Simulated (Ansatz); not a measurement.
Geometry optimisation, RKS BLYP-D4/def2-SVP in Ansatz 0.2.0.

input.yaml

```yaml
crystal:
  periodic: [false, false, false]
  atoms:
    - { symbol: Ti, position_ang: [0.0, 0.0, 0.0] }
    - { symbol: F, position_ang: [0.0, 0.0, 1.83] }
    - { symbol: Cl, position_ang: [2.2349, 0.0, -0.7892] }
    - { symbol: Cl, position_ang: [-1.1163, 1.9339, -0.7892] }
    - { symbol: Cl, position_ang: [-1.1163, -1.9339, -0.7892] }
basis:
  gaussian: { orbitals: def2-SVP }
hamiltonian:
  xc: blyp
  dispersion: d4
relax:
  f_tol: 0.02
  max_steps: 40
```

Run as:

```bash
$ ansatz run input.yaml --threads 2 --pin off --max-ram 3072MiB --backend cpu --events-out ev --progress --plain --runs-dir out
```

Problem. Where does it end, and by what steps?

Solution. The run converged. After 4 steps the energy has fallen by 0.736 eV; Cl3 moved furthest, 0.17 Å.

```tsv
step	energy less start (eV)	largest force component (eV/Å)	accepted
0	0.0000	2.389	yes
1	-0.7168	0.982	yes
2	-0.7344	0.249	yes
3	-0.7355	0.021	yes
4	-0.7356	0.005	yes
```

```xyz
5
Properties=species:S:1:pos:R:3
Ti 0.000 0.000 -0.027
F 0.000 0.000 1.717
Cl 2.072 0.000 -0.742
Cl -1.035 1.794 -0.743
Cl -1.035 -1.794 -0.743
```

Whether the end is a true minimum wasn't checked by a vibrational analysis.

Run time: 13 s on 2 threads of Arm Neoverse V1, with other jobs on the host, peak memory 0.16 GiB.
